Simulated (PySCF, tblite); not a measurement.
C6H13NOSi2.
Atom-mapped SMILES: `[N:1]#[C:2][CH2:3][C@@H:4]1[CH2:5][SiH2:6][SiH2:7][CH2:8][CH2:9][O:10]1` (hydrogens: H11, H12 on C3; H13 on C4; H14, H15 on C5; H16, H17 on Si6; H18, H19 on Si7; H20, H21 on C8; H22, H23 on C9)

Structure used (GFN2-xTB), in Å, numbered top down from 1:
```
atom  x, y, z in Å
N1     3.6590    2.0157   -1.2644
C2     2.9215    1.1485   -1.3703
C3     1.9715    0.0768   -1.4902
C4     0.8804    0.1837   -0.4019
C5     1.4289    0.0528    1.0104
Si6   -0.0335   -0.4996    2.1184
Si7   -2.0212    0.4013    1.3335
C8    -2.4528   -0.5163   -0.2908
C9    -1.2704   -0.5241   -1.2553
O10   -0.0695   -0.8519   -0.5793
H11    1.5125    0.1198   -2.4832
H12    2.4877   -0.8816   -1.3866
H13    0.3842    1.1609   -0.5021
H14    1.8759    0.9945    1.3234
H15    2.2178   -0.6984    1.0329
H16   -0.0383   -1.9679    2.1361
H17    0.3118   -0.0688    3.4843
H18   -3.1804    0.2262    2.2162
H19   -1.9724    1.8388    1.0052
H20   -3.3143   -0.0841   -0.7984
H21   -2.7094   -1.5479   -0.0485
H22   -1.4175   -1.2756   -2.0415
H23   -1.1762    0.4561   -1.7375
```

Method used: PBE0/pcSseg-1 in PySCF (dipole) on a GFN2-xTB geometry, gas phase.

Take the most abundant isotopes and a rigid rotor. The values belong to one conformer with, in the numbering `[N:1]#[C:2][CH2:3][C@@H:4]1[CH2:5][SiH2:6][SiH2:7][CH2:8][CH2:9][O:10]1`, C2–C3–C4–C5 -63°, C3–C4–C5–Si6 -158°, C4–C5–Si6–Si7 -33°, C5–Si6–Si7–C8 72°, Si6–Si7–C8–C9 -51°.

Task: Give the principal moments of inertia and the rotational constants in GHz.

Result: Ia = 309.36, Ib = 833.12, Ic = 988.74 u·Å²; 505379 MHz·u·Å²/I gives 1634, 606.6 and 511.1 MHz, that is A = 1.6336, B = 0.6066, C = 0.5111 GHz.

Task: What kind of rotor is it?

Result: An asymmetric top: κ = (2 × 606.6 − 1634 − 511.1)/(1634 − 511.1) = -0.83.

Task: Is it planar, by Δ = Ic − Ia − Ib?

Result: Not planar: Δ = Ic − Ia − Ib = -153.74 u·Å². For a rigid frame Δ = −2 Σ m c², so Σ m c² = 76.87 u·Å² lies off the ab plane: 17.77 from hydrogen and 59.10 from heavier atoms. The atom farthest from that plane is 2.25 Å away.

Task: List the rotational levels J(Ka,Kc) to J = 4 (MHz).

Result: Above 0(0,0):
J = 1: 1(0,1) 1118, 1(1,1) 2145, 1(1,0) 2240
J = 2: 2(0,2) 3347, 2(1,2) 4285, 2(1,1) 4571, 2(2,1) 7652, 2(2,0) 7659
J = 3: 3(0,3) 6675, 3(1,3) 7491, 3(1,2) 8064, 3(2,2) 11006, 3(2,1) 11037, 3(3,1) 16383, 3(3,0) 16383
J = 4: 4(0,4) 11084, 4(1,4) 11759, 4(1,3) 12712, 4(2,3) 15472, 4(2,2) 15565, 4(3,2) 20866, 4(3,1) 20868, 4(4,1) 28379, 4(4,0) 28379
The levels of one J sum to (2J + 1)J(J + 1)(A + B + C)/3.

Task: Predict some low-J microwave lines.

Result: The dipole components are |μa| = 2.57 D, |μb| = 2.54 D, |μc| = 1.19 D. The squared components, which scale the intensities, stand as 1.00 : 0.97 : 0.22 (a : b : c). Some lines, for components of 0.1 D or more:

```csv
type,branch,"J(Ka,Kc)",MHz,lower level (cm⁻¹)
b,R,"5(2,3) ← 4(3,2)",393,0.696
c,Q,"4(1,4) ← 4(0,4)",675,0.370
a,R,"1(0,1) ← 0(0,0)",1118,0.000
a,R,"2(1,1) ← 1(1,0)",2331,0.075
c,Q,"4(2,3) ← 4(1,3)",2760,0.424
a,R,"3(0,3) ← 2(0,2)",3328,0.112
c,R,"2(1,1) ← 1(0,1)",3453,0.037
b,Q,"4(3,1) ← 4(2,2)",5303,0.519
b,Q,"3(3,1) ← 3(2,2)",5378,0.367
b,Q,"5(4,2) ← 5(3,3)",7507,0.883
b,Q,"4(4,0) ← 4(3,1)",7511,0.696
b,R,"3(3,0) ← 2(2,1)",8731,0.255
b,Q,"5(5,0) ← 5(4,1)",9660,1.134
b,Q,"5(5,1) ← 5(4,2)",9660,1.133
b,R,"5(4,2) ← 4(3,1)",13113,0.696
b,R,"5(4,1) ← 4(3,2)",13115,0.696
c,R,"5(5,0) ← 4(4,0)",15263,0.947
```

Its GFN2-xTB frequencies are all real (lowest 37 cm⁻¹). Constants of a rigid frame at the computed geometry: no zero-point averaging, no centrifugal distortion. Quadrupole hyperfine structure (14N) is left out.

Time: 2.2 min wall; peak memory 1.1 GiB. Hardware: Arm Neoverse N1, one thread, shared host. This is the PBE0/pcSseg-1 job that gave the dipole, with the shieldings it also computed.
